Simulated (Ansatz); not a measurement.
Saddle point of Si5NH15O, singlet (Si₄H₁₀O ([OH][Si]([SiH3])([SiH3])[SiH3]) + SiNH₅ ([NH2][SiH3]) → Si₅H₁₂O ([SiH3][O][Si]([SiH3])([SiH3])[SiH3]) + NH₃; bonds formed: Si1–O4, N2–H3; bonds broken: Si1–N2, H3–O4), PBE0-D4/def2-TZVP structure:

Si1  (-0.464, -1.684, 2.216)
N2  (0.516, -2.847, 1.157)
H3  (0.495, -2.040, 0.335)
O4  (-0.031, -0.824, 0.156)
Si5  (-0.008, 0.596, -0.625)
Si6  (1.394, 0.546, -2.510)
Si7  (-2.144, 1.225, -1.375)
Si8  (0.770, 2.361, 0.722)
H9  (0.329, -0.520, 2.657)
H10  (-1.859, -1.543, 1.761)
H11  (-0.570, -2.532, 3.454)
H12  (0.035, -3.707, 0.922)
H13  (1.435, -3.072, 1.521)
H14  (1.377, 1.861, -3.211)
H15  (0.966, -0.500, -3.482)
H16  (2.806, 0.248, -2.130)
H17  (-2.084, 2.537, -2.080)
H18  (-3.100, 1.359, -0.238)
H19  (-2.710, 0.221, -2.322)
H20  (2.153, 2.107, 1.221)
H21  (0.792, 3.628, -0.064)
H22  (-0.100, 2.581, 1.914)
(Å)

Energies are electronic, without zero-point energy. Barriers and step energies count from the start structure reached by relaxing down the imaginary mode; all methods use the PBE0-D4 structures, on which another method's saddle can fall below an end. Program: Ansatz 0.2.0. Basis: def2-TZVPP, with def2-QZVPP for the basis limit. Cores are frozen in the correlated methods. B3LYP uses VWN-RPA correlation. Extrapolation: Hartree–Fock as exp(−7.88 √X), correlation as X^−2.97.

| method | barrier (kJ/mol) | step energy (kJ/mol) |
| --- | --- | --- |
| SPW92 | ? | -24.6 |
| PBE-D4 | 73.1 | -29.8 |
| BLYP-D4 | 82.5 | -36.4 |
| r2SCAN-D4 | 79.1 | -37.3 |
| B97M-V | 90.8 | -44.1 |
| PBE0-D4 | 81.5 | -34.8 |
| B3LYP-D4 | 88.5 | -39.5 |
| r2SCAN0-D4 | ? | -39.9 |
| BHLYP-D4 | 97.9 | -46.7 |
| CAM-B3LYP-D4 | 89.2 | -39.3 |
| wB97X-V | 89.7 | -39.5 |
| wB97M-V | 86.5 | -41.4 |
| B2PLYP | 89.1 | -39.0 |
| PBE-QIDH | ? | -39.0 |
| RPA on PBE | 90.5 | -41.2 |
| HF | 128.7 | -51.5 |
| MP2 | 83.2 | -40.4 |
| CCSD | 96.8 | -42.8 |
| CCSD(T) | 89.8 | -40.7 |

Question: Fill in the withheld barriers. (An estimate is asked for; the value comes from the calculation.)

Answer: The calculation gives: PBE-QIDH 84.5; r2SCAN0-D4 85.0; SPW92 52.0 kJ/mol. Each is the energy of the saddle less that of the start structure, by the same method.

For comparison, the barrier by CCSD(T) at an estimated basis limit (MP2 extrapolated from triple and quadruple zeta, plus CCSD(T) − MP2 in triple zeta) is 89.0 kJ/mol.

No T1 diagnostic of these runs exceeds 0.014.

The step is the kind of ligand exchange by which a precursor binds to a hydroxyl group, or is hydrolysed, in atomic layer deposition of oxides. Here a small cluster stands in for the surface site.

Labels in which every atom is bracketed show which atoms are joined, not bond orders.

For scale, one of the runs: CCSD(T)/def2-TZVPP, 482 basis functions, launched by `ansatz run in.yaml --threads 4 --pin off --events-out ev --progress --plain --max-ram 66560MiB --backend cuda --devices 0, --max-vram 37GiB`. Time: 27 s of wall clock on 4 CPU threads of an AMD EPYC 7R13 and a share of one NVIDIA H100; the host was shared. Peak host memory: 1.3 GiB.
